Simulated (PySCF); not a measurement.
1,1-dichloro-2,2-difluoroethane (C2H2Cl2F2), SMILES C(C(F)F)(Cl)Cl.

Geometry: PBE0-D3(BJ)/def2-SVP. One conformer was computed; it need not be the lowest.

Calculation: PySCF with PBE0-D3(BJ)/def2-SVP.

Frequencies are harmonic and unscaled.

Computed vibrational spectrum:
```
mode  ν (cm⁻¹)  IR (km/mol)  Raman (Å⁴/amu)  depolarisation  moving atoms (share of kinetic energy)
----  --------  -----------  --------------  --------------  --------------------------------------
1           83          1.1             0.2            0.75                         F 70 %, Cl 24 %
2          193          2.4             0.7            0.74                         Cl 55 %, F 38 %
3          208          0.8             0.6            0.74                 F 56 %, Cl 33 %, C 10 %
4          276          1.7             3.9            0.62                 Cl 69 %, F 17 %, C 12 %
5          393          1.9             4.5            0.30                         F 46 %, Cl 44 %
6          554         11.6             1.7            0.36                          F 69 %, C 22 %
7          677         66.4             5.5            0.46                 C 56 %, Cl 21 %, F 15 %
8          758          7.5             6.1            0.02                  C 69 %, F 15 %, Cl 9 %
9          846         92.1             3.2            0.71           C 72 %, Cl 11 %, H 9 %, F 8 %
10         997         11.9             3.2            0.75                          C 56 %, H 35 %
11        1169        149.0             2.6            0.47                  C 50 %, F 30 %, H 20 %
12        1218         58.4             5.5            0.61                  H 46 %, C 34 %, F 19 %
13        1228         55.3             2.9            0.67                  H 67 %, C 23 %, F 10 %
14        1290         14.6             8.2            0.74                          H 70 %, C 26 %
15        1396         46.9             1.1            0.75                          H 61 %, C 38 %
16        1419         41.4             3.0            0.73                          H 69 %, C 29 %
17        3096         23.1            94.2            0.26                           H 92 %, C 8 %
18        3162          2.6            79.0            0.20                           H 92 %, C 8 %
```
